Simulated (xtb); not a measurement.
xtb input (GFN2-xTB):

```bash
xtb mol.xyz --gfn 2 --ohess tight --chrg -1 --uhf 0
```
mol.xyz:
```
10

C     -1.86784930    -0.29114151     0.29589498
Si    -0.52277136     0.79319280    -0.48778238
Si     1.36898883    -0.51026812     0.19166865
H     -1.67356670    -0.54471564     1.33523892
H     -2.87986637     0.18180258     0.29592341
H     -2.01589214    -1.22846025    -0.27344172
H     -0.29434851     1.76092834     0.63855438
H      2.70802283     0.17345152    -0.00012647
H      1.45040437    -0.97535107     1.61759010
H      1.57339442    -1.76683062    -0.61155485
```

Output:

```
           -------------------------------------------------
          |                Calculation Setup                |
           -------------------------------------------------

           -------------------------------------------------
          |                 G F N 2 - x T B                 |
           -------------------------------------------------

        Reference                      10.1021/acs.jctc.8b01176
      * Hamiltonian:
        H0-scaling (s, p, d)           1.850000    2.230000    2.230000
        zeta-weighting                 0.500000
      * Dispersion:
        s8                             2.700000
        a1                             0.520000
        a2                             5.000000
        s9                             5.000000
      * Repulsion:
        kExp                           1.500000    1.000000
        rExp                           1.000000
      * Coulomb:
        alpha                          2.000000
        third order                    shell-resolved
        anisotropic                    true
        a3                             3.000000
        a5                             4.000000
        cn-shift                       1.200000
        cn-exp                         4.000000
        max-rad                        5.000000

          ...................................................
          :                      SETUP                      :
          :.................................................:
          :  # basis functions                  31          :
          :  # atomic orbitals                  29          :
          :  # shells                           15          :
          :  # electrons                        20          :
          :  max. iterations                   250          :
          :  Hamiltonian                  GFN2-xTB          :
          :  restarted?                      false          :
          :  GBSA solvation                  false          :
          :  PC potential                    false          :
          :  electronic temp.          300.0000000     K    :
          :  accuracy                    1.0000000          :
          :  -> integral cutoff          0.2500000E+02      :
          :  -> integral neglect         0.1000000E-07      :
          :  -> SCF convergence          0.1000000E-05 Eh   :
          :  -> wf. convergence          0.1000000E-03 e    :
          :  Broyden damping             0.4000000          :
          :  net charge                         -1          :
          :  unpaired electrons                  0          :
          ...................................................

 iter      E             dE          RMSdq      gap      omega  full diag
   1     -9.2452407 -0.924524E+01  0.868E+00    3.26       0.0  T
   2     -9.3437385 -0.984978E-01  0.763E+00    2.38       1.0  T
   3     -9.3629106 -0.191721E-01  0.472E+00    3.14       1.0  T
   4     -9.3613452  0.156542E-02  0.165E+00    3.00       1.0  T
   5     -9.3659176 -0.457246E-02  0.620E-01    3.22       1.0  T
   6     -9.3659905 -0.728906E-04  0.286E-01    3.23       1.0  T
[...]
     #   Z          #   Z                                           value/Å
     2  14 Si       3  14 Si                                      2.2383270 (max)
     1   6 C        4   1 H                                       1.0922169
     1   6 C        5   1 H                                       1.0902409 (min)
     1   6 C        6   1 H                                       1.0904692
     2  14 Si       7   1 H                                       1.5089158
     3  14 Si       8   1 H                                       1.4906673
     3  14 Si       9   1 H                                       1.5012579
     3  14 Si      10   1 H                                       1.4916648

 * 3 distinct bonds (by element types)

   Z      Z             #   av. dist./Å        max./Å        min./Å
   1 H    6 C           3     1.0909757     1.0922169     1.0902409
   1 H   14 Si          4     1.4981265     1.5089158     1.4906673
  14 Si  14 Si          1     2.2383270     2.2383270     2.2383270

           -------------------------------------------------
          |               Frequency Printout                |
           -------------------------------------------------
 projected vibrational frequencies (cm⁻¹)
eigval :       -0.00    -0.00    -0.00     0.00     0.00     0.00
eigval :      125.84   139.27   167.26   415.92   446.64   555.05
eigval :      586.26   674.41   684.11   799.03   846.31   872.76
eigval :      903.52   947.94  1375.85  1547.06  1557.50  1723.27
eigval :     1842.96  1913.55  1959.72  2926.05  2964.40  2981.50
 reduced masses (amu)
   1: 18.69   2: 14.71   3: 13.48   4: 22.79   5: 24.51   6: 23.07   7:  5.89   8:  1.97
   9: 11.38  10:  3.48  11:  5.94  12: 21.95  13:  5.36  14:  7.12  15: 11.77  16:  3.60
  17:  4.09  18:  2.35  19:  3.30  20:  1.66  21:  2.98  22:  1.65  23:  1.64  24:  1.81
  25:  1.93  26:  1.96  27:  1.49  28:  1.83  29:  1.93  30:  1.37
 IR intensities (km·mol⁻¹)
   1:  1.90   2:  1.49   3:  0.67   4: 10.99   5: 15.76   6: 12.36   7:  2.48   8:  0.11
   9:  0.37  10: 38.93  11: 42.53  12: 27.99  13: 53.65  14:  6.81  15: 83.36  16: 41.25
  17:111.17  18:310.19  19:787.43  20:152.31  21: 14.37  22:  5.75  23:  4.90  24:740.92
  25:820.08  26:890.16  27:442.84  28:120.06  29:132.15  30: 68.66
 Raman intensities (Ä⁴*amu⁻¹)
   1:  0.00   2:  0.00   3:  0.00   4:  0.00   5:  0.00   6:  0.00   7:  0.00   8:  0.00
   9:  0.00  10:  0.00  11:  0.00  12:  0.00  13:  0.00  14:  0.00  15:  0.00  16:  0.00
  17:  0.00  18:  0.00  19:  0.00  20:  0.00  21:  0.00  22:  0.00  23:  0.00  24:  0.00
  25:  0.00  26:  0.00  27:  0.00  28:  0.00  29:  0.00  30:  0.00
 output can be read by thermo (or use thermo option).
 writing <g98.out> molden fake output.
 recommended (thermochemical) frequency scaling factor: 1.0
           -------------------------------------------------
          |             Thermodynamic Functions             |
           -------------------------------------------------

c1  symmetry found (for desy threshold:  0.10E+00) used in thermo

          ...................................................
          :                      SETUP                      :
          :.................................................:
          :  # frequencies                          24      :
          :  # imaginary freq.                       0      :
          :  linear?                             false      :
          :  only rotor calc.                    false      :
          :  symmetry                               c1      :
          :  rotational number                       1      :
          :  scaling factor                  1.0000000      :
          :  rotor cutoff                   50.0000000 cm⁻¹ :
          :  imag. cutoff                  -20.0000000 cm⁻¹ :
          :.................................................:

    mode    ω/cm⁻¹     T·S(HO)/kcal·mol⁻¹    T·S(FR)/kcal·mol⁻¹   T·S(vib)
   ------------------------------------------------------------------------
       1    125.84    -0.89702 ( 97.57%)    -0.78278 (  2.43%)    -0.89424
Note: The following floating-point exceptions are signalling: IEEE_UNDERFLOW_FLAG IEEE_DENORMAL
normal termination of xtb
       2    139.27    -0.83897 ( 98.37%)    -0.75279 (  1.63%)    -0.83757
       3    167.26    -0.73524 ( 99.21%)    -0.69857 (  0.79%)    -0.73495
   ------------------------------------------------------------------------

   temp. (K)  partition function   enthalpy   heat capacity  entropy
                                   cal/mol     cal/K/mol   cal/K/mol   J/K/mol
 298.15  VIB   14.1                 2160.933     15.439     12.496
         ROT  0.723E+05              888.752      2.981     25.217
         INT  0.102E+07             3049.685     18.420     37.713
         TR   0.631E+27             1481.254      4.968     38.852
         TOT                        4530.9391    23.3883    76.5654   320.3494

       T/K    H(0)-H(T)+PV         H(T)/Eh          T*S/Eh         G(T)/Eh
   ------------------------------------------------------------------------
    298.15    0.722051E-02    0.731875E-01    0.363787E-01    0.368089E-01
   ------------------------------------------------------------------------

         :::::::::::::::::::::::::::::::::::::::::::::::::::::
         ::                  THERMODYNAMIC                  ::
         :::::::::::::::::::::::::::::::::::::::::::::::::::::
         :: total free energy          -9.252830815481 Eh   ::
         ::.................................................::
         :: total energy               -9.289639673728 Eh   ::
         :: zero point energy           0.065967017857 Eh   ::
         :: G(RRHO) w/o ZPVE           -0.029158159610 Eh   ::
         :: G(RRHO) contrib.            0.036808858247 Eh   ::
         :::::::::::::::::::::::::::::::::::::::::::::::::::::

optimized geometry written to: xtbopt.xyz

           -------------------------------------------------
          | TOTAL ENERGY               -9.289639673728 Eh   |
          | TOTAL ENTHALPY             -9.216452144768 Eh   |
          | TOTAL FREE ENERGY          -9.252830815481 Eh   |
          | GRADIENT NORM               0.000656973896 Eh/α |
          | HOMO-LUMO GAP               3.165312862353 eV   |
           -------------------------------------------------

------------------------------------------------------------------------
------------------------------------------------------------------------
 total:
 SCF:
 ANC optimizer:
 analytical hessian:
```

It need not be the lowest isomer of its formula. Whether it binds its extra electron was not tested at this geometry.
